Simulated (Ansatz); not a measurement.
The first iterations of a band of FH4MgOSi (8 atoms, charge 1, multiplicity 1).

Method: Ansatz, RKS BLYP-D4/def2-SVP.

| Item | Value |
| --- | --- |
| movable images | 5 |
| climbing image | yes |
| spring | 5.0 eV/Å² |
| optimiser | quadratic models (default) |
| start path | IDPP |
| force threshold | 0.2 eV/Å |
| iteration limit | 60 |
| end points | relaxed |

Initial state:

```xyz
8
Properties=species:S:1:pos:R:3
O -0.855 0.105 -0.364
Si 0.457 0.606 0.864
Mg 1.674 -1.485 -0.103
F 0.339 -1.790 -1.331
H -1.590 0.652 -0.716
H -0.559 -0.717 -0.960
H 0.813 1.999 0.445
H -0.279 0.630 2.166
```

Final state:

```xyz
8
Properties=species:S:1:pos:R:3
O -0.787 0.194 -0.465
Si 0.471 0.625 0.842
Mg 1.728 -1.412 -0.185
F 0.353 -1.773 -1.352
H -0.531 -0.681 -1.001
H -1.728 0.470 -0.510
H 0.797 2.055 0.551
H -0.304 0.521 2.119
```

| iteration | highest image above the first end (eV) | largest band force component (eV/Å) |
| --- | --- | --- |
| 1 | 0.764 | 1.707 |
| 2 | 0.424 | 0.697 |

Q: Does the band converge within its limit, and where does its top end?

A: The run converged. It ended after 6 iterations with the highest image 0.379 eV above the first end. The threshold of 0.2 eV/Å is loose, so the images may lie well off the minimum-energy path. The order of the stationary point at the top wasn't checked. Limits of this set-up: the dipole of an ion depends on the origin.

Run time: 100 s on 1 thread of Arm Neoverse V1 (shared host), peak memory 0.26 GiB.
